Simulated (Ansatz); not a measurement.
Gas-phase reaction 4 R1 → 3 P1, each structure at its B3LYP-D3(BJ)/def2-SVP stationary point, reached from a drawn start (curvature not checked).
R1, C6H6 (SMILES c1ccccc1) (charge 0, multiplicity 1, Z-matrix in Å and degrees):
```
C
H 1 1.0929
C 1 1.3983 2 120.00
H 3 1.0929 1 120.00 2 0.00
C 1 1.3983 2 120.00 3 180.00
H 5 1.0929 1 120.00 2 0.00
C 3 1.3983 4 120.00 1 180.00
H 7 1.0929 3 120.00 4 0.00
C 7 1.3983 8 120.00 3 180.00
H 9 1.0929 7 120.00 8 0.00
C 9 1.3983 10 120.00 7 180.00
H 11 1.0929 9 120.00 10 0.00
```
P1, C8H8 (SMILES C12C3C4C1C1C2C3C41) (charge 0, multiplicity 1):
| atom | x (Å) | y (Å) | z (Å) |
|---|---|---|---|
| C | -0.7594 | 0.9228 | -0.6446 |
| C | -1.1627 | 0.1821 | 0.6772 |
| C | 0.2718 | 0.4357 | 1.2570 |
| C | 0.6751 | 1.1764 | -0.0647 |
| C | 1.1628 | -0.1821 | -0.6772 |
| C | -0.2718 | -0.4357 | -1.2570 |
| C | -0.6751 | -1.1764 | 0.0648 |
| C | 0.7594 | -0.9228 | 0.6446 |
| H | -1.3734 | 1.6688 | -1.1656 |
| H | -2.1027 | 0.3293 | 1.2247 |
| H | 0.4915 | 0.7879 | 2.2732 |
| H | 1.2209 | 2.1274 | -0.1171 |
| H | 2.1028 | -0.3293 | -1.2247 |
| H | -0.4915 | -0.7879 | -2.2732 |
| H | -1.2209 | -2.1274 | 0.1171 |
| H | 1.3734 | -1.6688 | 1.1656 |

P less R. No zero-point or thermal terms.

Correlated levels freeze the cores.

Run with Ansatz (Gaussian orbitals). No computed number here is a measurement.

Total energies in hartree:

| structure | PBE/def2-TZVPP | B3LYP/def2-TZVPP | CCSD(T)/cc-pVDZ |
|---|---|---|---|
| R1 | -232.021582 | -232.339279 | -231.581880 |
| P1 | -309.172970 | -309.566154 | -308.588068 |

Work out the reaction energy at each level in kcal/mol (1 hartree = 627.50947 kcal/mol), and say how far PBE/def2-TZVPP lies from CCSD(T)/cc-pVDZ.


- PBE/def2-TZVPP: 3 × (-309.172970) − 4 × (-232.021582) = 0.567418 hartree = 356.06 kcal/mol
- B3LYP/def2-TZVPP: 3 × (-309.566154) − 4 × (-232.339279) = 0.658654 hartree = 413.31 kcal/mol
- CCSD(T)/cc-pVDZ: 3 × (-308.588068) − 4 × (-231.581880) = 0.563316 hartree = 353.49 kcal/mol
PBE/def2-TZVPP less CCSD(T)/cc-pVDZ: 2.57 kcal/mol. CCSD(T)/cc-pVDZ is the level counted from, the highest shown, and no exact or measured value.

Ansatz is an electronic-structure program.
